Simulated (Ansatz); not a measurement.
**A relaxation, step by step**

Si2H4OF2, closed shell, PBE0-D4/def2-TZVP (Ansatz 0.2.0). Settings:

```yaml
hamiltonian: {xc: pbe0, dispersion: d4}
relax: {f_tol: 0.005, max_steps: 200}
```

Start, a step off a saddle point along its unstable mode:

```
9
angstrom
Si -1.5502 -0.2757 0.8229
Si 0.9286 -0.3407 -0.8478
O -0.2203 0.7809 -0.1773
H 0.5917 1.4630 -0.3035
F -2.6094 0.7949 1.3284
F -0.7751 -0.6054 2.1820
H 2.1574 -0.1958 -0.0374
H 1.0836 0.0809 -2.2499
H 0.3938 -1.7022 -0.7172
```

| step | energy less the last (meV) | largest force component (eV/Å) |
| --- | --- | --- |
| 1 | 1202.5 | 3.504 |
| 2 | 656.4 | 3.032 |
| 3 (rejected trial) | 970.6 | 9.855 |
| 4 | 365.1 | 1.203 |
| 5 | 212.6 | 0.455 |
| 6 | 98.4 | 0.381 |
| 7 | 59.9 | 0.968 |
| 8 | 30.8 | 0.475 |
| 9 | 20.1 | 0.628 |
| 10 | 13.8 | 0.098 |
| 11 | 11.2 | 0.120 |
| 12 | 8.2 | 0.093 |
| 13 (rejected trial) | 8.4 | 0.285 |
| 14 | 6.7 | 0.160 |
| 15 | 3.4 | 0.104 |
| 16 | 2.6 | 0.137 |
| 17 | 1.1 | 0.102 |
| 18 | 0.4 | 0.041 |
| 19 | 0.2 | 0.019 |
| 20 | 0.1 | 0.015 |
| 21 | 0.0 | 0.007 |
| 22 | 0.0 | 0.003 |

Step 18, positions (Å) and forces (eV/Å):

```json
{"atom": "Si1", "x": "-1.825", "y": "-0.257", "z": "1.029", "Fx": "0.003", "Fy": "-0.016", "Fz": "0.007"}
{"atom": "Si2", "x": "0.993", "y": "-0.376", "z": "-0.851", "Fx": "0.041", "Fy": "-0.014", "Fz": "-0.018"}
{"atom": "O3", "x": "-0.413", "y": "0.459", "z": "-0.428", "Fx": "-0.041", "Fy": "-0.016", "Fz": "0.010"}
{"atom": "H4", "x": "-0.346", "y": "1.402", "z": "-0.241", "Fx": "0.007", "Fy": "0.029", "Fz": "0.004"}
{"atom": "F5", "x": "-1.906", "y": "1.313", "z": "1.471", "Fx": "0.002", "Fy": "0.017", "Fz": "-0.001"}
{"atom": "F6", "x": "-0.563", "y": "-0.722", "z": "1.948", "Fx": "-0.004", "Fy": "0.000", "Fz": "-0.012"}
{"atom": "H7", "x": "2.062", "y": "-0.113", "z": "0.139", "Fx": "-0.007", "Fy": "-0.003", "Fz": "-0.002"}
{"atom": "H8", "x": "1.414", "y": "0.089", "z": "-2.193", "Fx": "-0.001", "Fy": "0.003", "Fz": "0.006"}
{"atom": "H9", "x": "0.584", "y": "-1.794", "z": "-0.874", "Fx": "0.001", "Fy": "0.000", "Fz": "0.006"}
```

Step 19, positions (Å) and forces (eV/Å):

| atom | x | y | z | Fx | Fy | Fz |
| --- | --- | --- | --- | --- | --- | --- |
| Si1 | -1.824 | -0.253 | 1.032 | 0.009 | -0.004 | 0.000 |
| Si2 | 0.989 | -0.376 | -0.846 | 0.013 | -0.007 | 0.004 |
| O3 | -0.425 | 0.456 | -0.439 | -0.019 | -0.017 | -0.003 |
| H4 | -0.361 | 1.401 | -0.256 | 0.007 | 0.012 | 0.000 |
| F5 | -1.883 | 1.317 | 1.480 | -0.004 | 0.011 | 0.005 |
| F6 | -0.550 | -0.732 | 1.928 | -0.005 | -0.003 | -0.002 |
| H7 | 2.046 | -0.111 | 0.155 | 0.002 | 0.004 | 0.001 |
| H8 | 1.423 | 0.091 | -2.184 | -0.002 | 0.002 | -0.001 |
| H9 | 0.585 | -1.795 | -0.870 | -0.001 | 0.001 | -0.004 |

Step 21, positions (Å) and forces (eV/Å):

```csv
atom,x,y,z,Fx,Fy,Fz
Si1,-1.824,-0.243,1.037,0.004,0.005,0.005
Si2,0.987,-0.376,-0.840,-0.007,0.006,0.003
O3,-0.438,0.450,-0.451,-0.002,-0.002,0.001
H4,-0.379,1.397,-0.278,0.007,-0.004,-0.004
F5,-1.852,1.326,1.494,-0.001,-0.005,-0.001
F6,-0.543,-0.748,1.909,-0.005,0.000,-0.001
H7,2.030,-0.103,0.173,0.001,0.001,-0.001
H8,1.431,0.095,-2.173,0.001,0.000,0.000
H9,0.590,-1.797,-0.870,0.001,0.000,-0.001
```

Last step (22):

```xyz
9
angstrom
Si -1.8264 -0.2409 1.0383
Si 0.9867 -0.3759 -0.8398
O -0.4388 0.4477 -0.4508
H -0.3796 1.3959 -0.2823
F -1.8484 1.3275 1.4961
F -0.5471 -0.7514 1.9090
H 2.0298 -0.1019 0.1724
H 1.4306 0.0964 -2.1725
H 0.5932 -1.7973 -0.8703
```

The run took about 51 s on 4 CPU threads of an Arm Neoverse V2 (shared host).
